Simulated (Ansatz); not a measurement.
Ideal-gas functions of CH₅BFN (`CB(N)F`) at 298.15 K and 1 bar, from an Ansatz frequency run at PBE0-D4/def2-TZVP.

Molar mass 60.87 g/mol, point group Cs (symmetry number 1), electronic degeneracy 1, moments of inertia 53.529, 62.939, 113.379 u Å². Harmonic wavenumbers (cm⁻¹, unscaled): 109, 320, 413, 449, 485, 615, 773, 861, 908, 910, 1276, 1375, 1393, 1457, 1475, 1632, 3048, 3114, 3137, 3634, 3741.

Use S(trans) = R[1.5 ln M + 2.5 ln T − 1.1517]; rotational temperatures θ = 24.2544 K / I; S(rot) = R[ln(√π/σ · √(T³/θAθBθC)) + 1.5]; for each mode x = 1.438777 ν̃/T, S = R[x/(eˣ − 1) − ln(1 − e⁻ˣ)] and H = RT x/(eˣ − 1); 1 cm⁻¹ = 0.0119627 kJ/mol; R = 8.31446 J/(mol·K).

By hand: the entropy, in J/(mol·K).

Translation 160.1. Rotation: θ = 0.4531, 0.3854, 0.2139 K, giving 102.0. Vibration, mode by mode: 13.75, 5.48, 3.83, 3.34, 2.92, 1.78, 0.96, 0.68, 0.57, 0.56, 0.13, 0.08, 0.08, 0.06, 0.05, 0.03, 0.00, 0.00, 0.00, 0.00, 0.00, in all 34.3. Electronic 0.0. Sum 296.4 J/(mol·K).

By hand: H − E and G − E in kJ/mol, counted from the electronic energy.

Zero-point energy ½ × 31125 × 0.0119627 = 186.2; thermal vibration 6.2; translation, rotation and pV give 4 RT = 9.9. H − E = 202.3 kJ/mol, and G − E = 202.3 − 298.15 × 296.4/1000 = 113.9 kJ/mol.

Vibration gives 12 % of the entropy, 13.8 J/(mol·K) of it from the mode under 150 cm⁻¹: soft modes count most, and the harmonic formula is weakest for them. The sum counts one conformer and one mirror image; others add a mixing term.
